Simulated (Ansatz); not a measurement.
Cost and result up the ladder for Sn22H28, a nanocrystal cut from cubic tin (50 atoms). The state is a singlet with charge 0. Geometry: PBE-D4/def2-SVP.

Cartesian coordinates in Å:
```
Sn 4.670 0.673 -1.593
Sn 1.804 4.343 -1.638
Sn 4.858 -2.057 2.100
Sn 2.955 -3.580 -1.800
Sn 0.098 0.051 -1.819
Sn -1.642 -4.225 -2.059
Sn 0.271 -2.666 1.841
Sn -4.468 -0.610 -2.107
Sn 1.976 1.573 2.045
Sn -0.854 5.247 2.001
Sn -2.547 0.937 1.792
Sn -2.731 3.699 -1.904
Sn -4.307 -3.344 1.584
Sn 5.009 -1.984 -0.712
Sn 2.159 1.676 -0.771
Sn -0.705 5.327 -0.811
Sn 2.342 -1.084 2.930
Sn 0.424 -2.628 -0.979
Sn -2.433 1.028 -1.028
Sn -4.162 -3.271 -1.229
Sn -2.262 -1.731 2.670
Sn -0.526 2.584 2.878
H 5.933 1.682 -0.953
H 4.789 0.751 -3.326
H 1.932 4.414 -3.371
H 3.081 5.333 -0.994
H 6.128 -1.091 2.791
H 5.085 -3.684 2.668
H 3.044 -3.570 -3.537
H 3.145 -5.232 -1.292
H 0.192 0.099 -3.562
H -1.539 -4.212 -3.795
H -1.423 -5.874 -1.551
H 0.467 -4.316 2.377
H -4.413 -0.540 -3.844
H -6.021 0.005 -1.624
H 3.243 2.572 2.711
H 0.379 6.259 2.692
H -2.387 5.867 2.536
H -4.107 1.538 2.295
H -2.669 3.751 -3.641
H -4.296 4.294 -1.435
H -4.140 -4.979 2.148
H -5.862 -2.774 2.113
H 6.563 -2.583 -1.232
H -0.905 6.971 -1.363
H 2.234 -1.124 4.672
H -5.426 -4.265 -1.908
H -2.339 -1.766 4.413
H -0.613 2.519 4.620
```

Ansatz on 11 threads of AMD EPYC 7R13 on a shared host and a whole NVIDIA H100 80GB HBM3. Times are rough, and most runs start from the orbitals of an earlier one. PBE0-D4/def2-TZVP serves as the yardstick here, not as an exact answer. Differences are given only for rows in sets of like size (and for xTB, whose basis is part of the method), since another set adds its own error. Binding counts from free atoms at the same level (Sn triplet, H doublet; other spins of the atoms weren't run), without zero-point energy or a counterpoise term.

In the def2 sets Sn takes a core potential; there is no spin–orbit coupling. Correlated methods freeze 88 core orbitals; core or outer-core shells of Sn are correlated, in sets that lack core-valence functions. The rows differ in basis, and correlated rows in double-zeta sets carry the largest basis error. Single mean-field runs in def2-SVP, def2-TZVP are fitted with def2-universal-jkfit.

Correlated methods converge slowly with the basis, most of all in double-zeta sets.

| level | functions | wall time | binding energy per atom (eV) | difference from PBE0-D4/def2-TZVP (eV) |
| --- | --- | --- | --- | --- |
| PBE-D4/def2-SVP | 712 | 4.1 s | 2.48 | – |
| PBE0-D4/def2-SVP | 712 | 6 s | 2.48 | – |
| r2SCAN-D4/def2-TZVP | 1268 | 8.5 s | 2.50 | 0.01 |
| PBE0-D4/def2-TZVP | 1268 | 9.5 s | 2.49 | 0.00 |
| PBE-D4/def2-TZVP (with forces) | 1268 | 9.5 s | 2.49 | 0.00 |
| MP2/def2-SVP | 712 | 11 s | 2.30 | – |
| BHLYP-D4/def2-TZVP (with forces) | 1268 | 15 s | 2.49 | -0.01 |
